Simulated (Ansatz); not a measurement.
Ansatz (a first-principles code) input (CAM-B3LYP/def2-TZVPD):

Ansatz 0.2 input:
```yaml
crystal:
  periodic: [false, false, false]
  atoms:
    - {symbol: Si, position_ang: [0.00717731, 0.01476664, -0.00660904]}
    - {symbol: F, position_ang: [-0.01968428, -0.45326785, 1.51139593]}
    - {symbol: F, position_ang: [-0.75125230, -1.13286210, -0.80149879]}
    - {symbol: O, position_ang: [-0.74132541, 1.42789810, -0.22155486]}
    - {symbol: O, position_ang: [1.53083967, 0.19645370, -0.50544906]}
    - {symbol: H, position_ang: [-1.69469379, 1.44699211, -0.33039224]}
    - {symbol: H, position_ang: [2.21652652, -0.37337002, -0.15012403]}
basis:
  gaussian:
    orbitals: def2-TZVPD
hamiltonian:
  xc: {name: CAM-B3LYP}
magnetization: {spin_polarized: true, initial_magnetization: 2}
```

End of the output:

```
integrals: 0.19 GiB planned
1148 factors; their error is unknown
integrals: 0.23 GiB planned
369 factors; integrals over basis functions are off by at most 3.4e-5 eV
0.31 GiB of the device are held for the grids
1.47 GiB of device memory are held for the factors and their scratch space
mean field: 1.31 GiB planned
mean field evaluation 1: about -17432.8401 eV, gradient 4.4e1 eV
mean field evaluation 2: about -17431.1739 eV, gradient 5.3e1 eV
mean field evaluation 4: about -17438.8703 eV, gradient 7.8e-1 eV
mean field evaluation 8: about -17438.8989 eV, gradient 1.3e-1 eV
mean field evaluation 16: about -17438.9224 eV, gradient 4.1e-3 eV
mean field evaluation 32: about -17439.1213 eV, gradient 2.5e0 eV
mean field -17439.15794398 eV, -640.8772337554 hartree, gradient 3.4e-5 eV, S^2 2.003021; 6 other end points of the search recorded, 0 dependent functions left out
reference -17439.15806645 eV, -640.8772382562 hartree; 26, 24 occupied and 195, 197 virtual orbitals, 1148 factors
Total energy: -17439.15806645 eV, -640.8772382562 hartree
```

This state (charge 0, triplet) is run at the relaxed geometry of the species with charge 0 and multiplicity 1, and is a spin state other than that species' own.
